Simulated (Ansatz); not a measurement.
Computed with Ansatz on PBE0-D4/def2-TZVP structures; ΔE is electronic, products minus reactants. CCSD(T)/CBS is the MP2 limit (def2-TZVPP, def2-QZVPP) plus CCSD(T) − MP2 in def2-TZVPP, frozen cores. DFT in def2-TZVPP. B3LYP here is the variant with VWN-RPA as its local correlation; programs differ in this. Each species was taken in one conformer, which may not be the lowest.

Consider the substitution at a C–Si bond: `C[SiH](F)P` + `[F][Al]([SH])[Cl]` → `C[S][Al]([F])[Cl]` + `F[SiH2]P`.

```csv
level,ΔE (kcal/mol)
B97M-V,18.0
r2SCAN,17.5
B3LYP,16.2
CCSD(T)/def2-TZVPP,17.3
```

What does CCSD(T)/CBS give? (Estimate.)

Computed: +17.1 kcal/mol. The listed levels differ from it by 0.9, 0.4, -0.9, 0.2 kcal/mol.

Largest T1 diagnostic among the species: 0.013.

Leaving LDA and LC-ωPBE aside and taking each functional with its dispersion term where it has one, the values, not all of them listed here, spread over 2.2 kcal/mol, from BLYP-D4 to B97M-V. LDA lies +1.3 kcal/mol from PBE without D4. From BLYP to BHLYP (50 % exact exchange), in def2-TZVPP and without D4, ΔE moves by +1.0 kcal/mol. In def2-TZVPP, CCSD(T) changes the Hartree–Fock value by +1.3 kcal/mol (the triples alone add −0.1 kcal/mol) and MP2 by +1.6 kcal/mol.
